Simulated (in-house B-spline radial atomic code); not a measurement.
# Ionising the copper ion Cu⁺ with different functionals

Computed with an all-electron radial atomic-structure program (B-spline basis): non-relativistic Hamiltonian, point nucleus, spin-polarised at highest spin, spherical fractional occupations for the functionals, the average over the highest-spin determinants for Hartree-Fock. The ionisation energy is the difference of two self-consistent energies, [Ar] 3d10 → [Ar] 3d9, without Breit or QED terms; ε is the level of the shell that loses the electron (its least bound occupied spin orbital).

Hybrids are left out here: with spherical fractional occupations of an open shell their exact exchange keeps a self-interaction that integer-occupation calculations don't have.

```csv
method,rung,ΔSCF (eV),-ε(3d) (eV)
Hartree-Fock,Hartree-Fock,17.50,22.05
LDA VWN5,LDA,21.59,14.10
LDA PW92,LDA,21.59,14.10
LDA exchange-only,LDA,20.04,12.71
PBE,GGA,21.22,13.75
PBEsol,GGA,21.20,13.73
BLYP,GGA,21.27,13.81
RPBE,GGA,21.09,13.63
PW91,GGA,21.32,13.84
BP86,GGA,21.33,13.87
AM05,GGA,21.21,13.73
OLYP,GGA,21.16,13.64
TPSS,meta-GGA,21.02,13.55
SCAN,meta-GGA,21.21,13.77
r2SCAN,meta-GGA,21.19,13.73
M06-L,meta-GGA,20.79,13.33
revTPSS,meta-GGA,20.93,13.48
```

Question: How do they compare with the NIST value?

Answer: NIST lists 20.292 eV (measured, ground level to ground level). Errors run from -2.79 to +1.30 eV; M06-L is closest (+0.49 eV), but part of that can be cancellation, since the calculations leave out relativity, Breit-QED terms, multiplet and fine-structure energies. Hartree-Fock also lacks correlation.
